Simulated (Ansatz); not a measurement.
Species: C₂H₆BF (charge 0, singlet). SMILES: CB(C)F
Geometry: optimised at B3LYP-D3(BJ)/def2-TZVP (Ansatz, a first-principles code).

Quantity: atomisation energy (electronic, to ground-state atoms); the coupled-cluster value holds the core correlation from cc-pwCVTZ, in eV. Cores are frozen in the correlated levels unless marked. UHF or UKS for open shells. No spin-orbit coupling. No relativistic terms. CBS marks a two-point X^-3 extrapolation of the correlation energy; Hartree-Fock from the larger set. [CCSD(T)-MP2]/basis is that difference in the basis named.

Level to compare with: RI-MP2/CBS(aug-cc-pVTZ,aug-cc-pVQZ)+[CCSD(T)-MP2]/aug-cc-pVTZ plus the core term (Ansatz), 41.73 eV. It is a level with limits of its own, and the differences hold the functionals' basis error too.

### Question
Rank these functionals by how close they come to RI-MP2/CBS(aug-cc-pVTZ,aug-cc-pVQZ)+[CCSD(T)-MP2]/aug-cc-pVTZ, closest first: wB97X/def2-TZVPD (Ansatz); BHLYP/def2-TZVPD (Ansatz); CAM-B3LYP/def2-TZVPD (Ansatz).

### Answer
CAM-B3LYP/def2-TZVPD (range-separated hybrid, 41.78 eV, difference 0.05), wB97X/def2-TZVPD (range-separated hybrid, 41.60 eV, difference -0.13), BHLYP/def2-TZVPD (global hybrid, 40.63 eV, difference -1.10)
